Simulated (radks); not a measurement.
Spherical jellium clusters: N electrons in a uniform positive sphere of charge N and radius rs N^(1/3), rs = 4.17 bohr. Method: non-relativistic Kohn-Sham, PBEsol, spin-polarised, spherical densities; computed with a radial shooting solver with Libxc functionals. Levels are named by radial order and angular momentum (1s, 1p, 1d, 2s, ...), and open shells are averaged over m.

N = 6, configuration 1s2 1p(up 3, down 1). This is the lowest configuration that the search found. Occupied levels:

| level | occupation | eigenvalue (eV) | <r> (bohr) |
|---|---|---|---|
| 1s up | 1 | -4.3165 | 5.221 |
| 1s down | 1 | -3.9471 | 5.071 |
| 1p up | 3 | -3.0238 | 6.364 |
| 1p down | 1 | -2.5817 | 6.388 |

Energy (eV): total -10.0695, kinetic 9.8019, external -150.96, Hartree 73.800, exchange-correlation -20.275, background 77.568.
